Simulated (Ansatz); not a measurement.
`CC(C)(C)[CH2][In]([Cl])[Cl]`, charge 0, multiplicity 1.

(1) Give a relaxed structure at PBE0-D4/def2-TZVP (the Gaussian-basis code of Ansatz). (Estimate.)

Answers

(1) Computed: 
Cartesian coordinates in Å:
```
C 0.198 -1.842 -0.738
C -0.124 -0.447 -0.196
C -1.061 -0.577 1.000
C -0.798 0.374 -1.292
C 1.191 0.206 0.226
In 1.034 2.193 1.017
Cl 2.899 3.425 1.676
Cl -0.904 3.443 1.356
H 0.868 -1.784 -1.600
H -0.715 -2.353 -1.055
H 0.682 -2.458 0.025
H -1.977 -1.103 0.719
H -1.356 0.403 1.388
H -0.589 -1.141 1.811
H -0.133 0.505 -2.151
H -1.092 1.364 -0.929
H -1.705 -0.123 -1.646
H 1.887 0.288 -0.615
H 1.696 -0.374 1.003
```
This is one stationary point; other conformers may exist.
